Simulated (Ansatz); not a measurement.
`CC(C)[NH][Ga]([Cl])[Cl]` + HBr → `[Cl][Ga]([Cl])[Br]` + `CC(C)N` at 400 K and 1 bar (ligand exchange at a Ga–N bond).

Computed with Ansatz on PBE0-D4/def2-TZVP structures; ΔE is electronic, products minus reactants. CCSD(T)/CBS adds triple-zeta CCSD(T) − MP2 to the extrapolated MP2 energy (def2 sets, frozen cores). For Br, Ga outer-core shells are correlated without core-valence functions, which leaves a few kJ/mol of doubt a bond. Scalar relativity is left out up to krypton. Each species was taken in one conformer, which may not be the lowest.

```
                  species  CCSD(T)/CBS energy (Eh)  H − E (kJ/mol)  S (J/(mol·K))
`CC(C)[NH][Ga]([Cl])[Cl]`              -3017.31832           343.5          488.8
                      HBr              -2573.91920            27.6          207.2
     `[Cl][Ga]([Cl])[Br]`              -5416.98025            35.1          369.3
                 `CC(C)N`               -174.28253           345.1          329.2
```

H − E and S are ideal-gas, rigid-rotor, harmonic terms from PBE0-D4/def2-TZVP, for one conformer and one mirror image of each species. 1 Eh = 2625.50 kJ/mol, R = 8.31446 J/(mol·K).

By hand: ΔE, ΔH, ΔS and ΔG.

ΔE = (-5416.98025) + (-174.28253) − (-3017.31832) − (-2573.91920) = -0.02526 Eh = -66.3 kJ/mol. Δ(H − E) = 35.1 + 345.1 − 343.5 − 27.6 = 9.1, so ΔH = -57.2 kJ/mol. ΔS = 369.3 + 329.2 − 488.8 − 207.2 = 2.5 J/(mol·K). ΔG = -57.2 − 400 × (2.5)/1000 = -58.2 kJ/mol.

By hand: the equilibrium constant, and the temperature at which ΔG would vanish if ΔH and ΔS stayed fixed.

log₁₀ K = −ΔG/(RT ln 10) = 7.6. ΔH and −TΔS have one sign here, so there is no such temperature.

The number of gas molecules stays the same, so ΔS is small and ΔH decides. A doubt of 5 kJ/mol in ΔE shifts log₁₀ K by 0.7 here. Other conformers and mirror images would add mixing entropy, several J/(mol·K) or more a flexible species. Modes under 60 cm⁻¹, often nearly free rotors, make the harmonic entropy too high. These are equilibria of isolated gas molecules and say nothing of rates. Largest T1 diagnostic: 0.011 (customary marks: 0.02 for closed shells, 0.045 for open ones).

ΔS is within the doubt of such terms, so its sign, and with it that verdict, could turn.
